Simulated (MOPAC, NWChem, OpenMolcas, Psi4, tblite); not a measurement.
## InCNClF (SMILES N#[C][In]([F])[Cl]): methods side by side

The species is InCNClF (5 atoms), meant as a singlet with charge 0. SMILES: `N#[C][In]([F])[Cl]`. The shape is that of a PBE0-D4/def2-TZVP optimisation.

Quantity: the dipole moment, in D. The values are calculated.

```json
{"level": "IPEA1-xTB", "kind": "semi-empirical", "program": "tblite", "value (D)": "0.97", "CPU time": "under 2 s"}
{"level": "PM7", "kind": "semi-empirical", "program": "MOPAC", "value (D)": "1.42", "CPU time": "under 2 s"}
{"level": "HF/def2-SVP (density fitting, core potential)", "kind": "Hartree–Fock", "program": "Psi4", "value (D)": "1.46", "CPU time": "5 s"}
{"level": "SVWN5/def2-SVP (core potential)", "kind": "LDA", "program": "OpenMolcas", "value (D)": "1.52", "CPU time": "15 s"}
{"level": "PBE/def2-SVP (core potential)", "kind": "GGA", "program": "NWChem", "value (D)": "1.41", "CPU time": "37 s"}
{"level": "TPSS/def2-SVP (core potential)", "kind": "meta-GGA", "program": "OpenMolcas", "value (D)": "1.36", "CPU time": "28 s"}
{"level": "BHLYP/def2-SVP (core potential)", "kind": "global hybrid", "program": "OpenMolcas", "value (D)": "1.51", "CPU time": "16 s"}
```

The values span 0.97 to 1.52 D. Magnitudes only. CPU times are rough (shared hosts, several kinds of processor and program).
